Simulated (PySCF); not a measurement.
Computed with PySCF 2.14.0 with TPSSh-D3(BJ)/def2-TZVPD // CAM-B3LYP-D3(BJ)/def2-TZVPD. Gas-phase values, no solvent. 

Reference species (SMILES): `[SiH3][O-]` (charge -1, multiplicity 1).

| Quantity | Result |
|---|---|
| HOMO | -0.50 eV |

Changed species: `C[SiH2][O-]` (X = methyl, proton removed; the reference has X = H, proton removed).

Problem. Predict the effect on the HOMO.

Solution. the HOMO falls by 0.02 eV, to -0.52 eV.
